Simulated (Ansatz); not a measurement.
Consider the ligand exchange at the Si–O bond: `O[SiH](F)O[SiH2]Cl` + `BN[SiH3]` → `BN([SiH3])[SiH2]Cl` + `O[SiH](O)F`.

Program: Ansatz. Geometries: PBE0-D4/def2-TZVP. ΔE: electronic, gas phase. CBS: MP2 limit from def2 TZ/QZ plus the TZ coupled-cluster correction, frozen cores. This one scheme is used for every species. Functionals use def2-TZVPP. Each species was taken in one conformer, which may not be the lowest.

`O[SiH](F)O[SiH2]Cl`:

Z-matrix (Å, degrees):
```
Si
F 1 1.590
O 1 1.628 2 106.6
O 1 1.619 2 110.6 3 122.2
H 1 1.464 2 108.8 3 -118.7
Si 3 1.622 1 145.5 2 76.6
H 4 0.960 1 119.3 2 -72.8
Cl 6 2.062 3 109.2 1 15.8
H 6 1.476 3 110.5 1 -101.9
H 6 1.475 3 109.5 1 133.4
```

`BN[SiH3]`:

Z-matrix (Å, degrees):
```
Si
N 1 1.745
H 1 1.487 2 110.4
H 1 1.480 2 107.6 3 -120.5
H 1 1.487 2 110.4 3 119.0
B 2 1.399 1 126.7 3 120.4
H 2 1.011 1 116.7 3 -59.6
H 6 1.198 2 119.6 1 -180.0
H 6 1.198 2 119.0 1 -0.0
```

`BN([SiH3])[SiH2]Cl`:

Cartesian coordinates in Å:
```
B -1.181 0.975 -0.698
N -0.233 0.114 -0.103
Si 0.978 -0.619 -1.151
Si -0.229 -0.167 1.609
Cl 1.440 0.686 2.452
H -2.004 1.526 -0.026
H -1.150 1.142 -1.887
H 1.778 -1.558 -0.324
H 1.865 0.423 -1.719
H 0.306 -1.357 -2.246
H -0.143 -1.617 1.887
H -1.427 0.453 2.207
```

`O[SiH](O)F`:

Cartesian coordinates in Å:
```
O -0.880 -0.775 -0.688
Si 0.297 0.209 -0.137
O -0.271 1.038 1.132
F 1.544 -0.702 0.263
H -0.631 -1.542 -1.206
H 0.778 1.186 -1.123
H -0.838 0.587 1.759
```

```csv
level,ΔE (kJ/mol)
r2SCANh-D4,70.0
LC-ωPBE,68.6
```

Q: What does CCSD(T)/CBS give? (Estimate.)

A: The calculation gave: +67.0 kJ/mol. The listed levels differ from it by 3.0, 1.6 kJ/mol.

Largest T1 diagnostic among the species: 0.012.

The D4 term adds −4.2 kJ/mol with B3LYP and −2.2 kJ/mol with PBE0; it sums over pairs of atoms, weighted by their polarisabilities, and B3LYP, whose exchange is more repulsive, gets the larger term. Leaving LDA and LC-ωPBE aside and taking each functional with its dispersion term where it has one, the values, not all of them listed here, spread over 14.8 kJ/mol, from revPBE-D4 to BHLYP-D4.

B3LYP here is the variant with VWN-RPA as its local correlation; programs differ in this.
